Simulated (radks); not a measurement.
Values are calculated unless marked as measured or tabulated.
Radial electron density D(r) = 4 pi r^2 rho(r) of an atom or ion with 34 electrons. Level of theory: scalar-relativistic Kohn-Sham, PBE, spin-unpolarised, spherical densities, point nucleus (a radial shooting solver on a logarithmic mesh with Libxc functionals).

```
   r/bohr * D(r) (the largest magnitude, 50.5, reaches the edge; | marks zero)
 0.001649 |*
 0.002147 | *
 0.002819 |  *
  0.00367 |    *
 0.004779 |       *
 0.006273 |           *
 0.008168 |                *
  0.01072 |                       *
  0.01396 |                               *
  0.01832 |                                       *
  0.02386 |                                             *
  0.03107 |                                              *
  0.04078 |                                           *
   0.0531 |                                       *
   0.0697 |                                      *
  0.09076 |                                             *
   0.1191 |                                                      *
   0.1551 |                                                     *
    0.202 |                                         *
   0.2651 |                              *
   0.3452 |                                *
   0.4532 |                                     *
   0.5901 |                              *
   0.7745 |                *
    1.009 |       *
    1.313 |    *
    1.724 |   *
    2.245 |  *
    2.946 |*
    3.836 *
    5.035 *
    6.557 *
```

What is the nuclear charge?

Answer. Z = 35. The innermost maximum, from 1s, lies near gamma/Z bohr with gamma = sqrt(1 - (Z/c)^2) = 0.967, here 0.0276 bohr (found: 0.0299), and its height grows with Z. The density is that of the bromine ion Br+ in [Ar] 3d10 4s2 4p4; the configuration itself is not fixed sharply by these data, and Z only to about a unit. D(r) has 3 maxima, at r = 0.0299, 0.134, 0.450 bohr, and minima at 0.0623, 0.285 bohr, inside which lie 2.07, 11.01 electrons.
